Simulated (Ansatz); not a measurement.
Ansatz results at the PBE0-D4/def2-TZVP geometry: HOMO–LUMO gap (B3LYP/def2-TZVPP) 8.44 eV; HOMO–LUMO gap (PBE/def2-TZVPP) 6.42 eV; LUMO energy (PBE/def2-TZVPP) -0.74 eV.

Each molecule was computed in one conformer, which needn't be the lowest.

Which molecule gave them?
A. `CC(C)O[SiH](F)F`
B. `CO[SiH](Cl)O[SiH3]`
C. `CCO[SiH2]Cl`
D. `CO[SiH2]N`

B. The others give `CO[SiH2]N`: 7.74, 6.02, -0.12; `CCO[SiH2]Cl`: 8.68, 6.71, -0.32; `CC(C)O[SiH](F)F`: 9.11, 7.26, 0.01.

B3LYP here is the variant with VWN-RPA as its local correlation; programs differ in this.
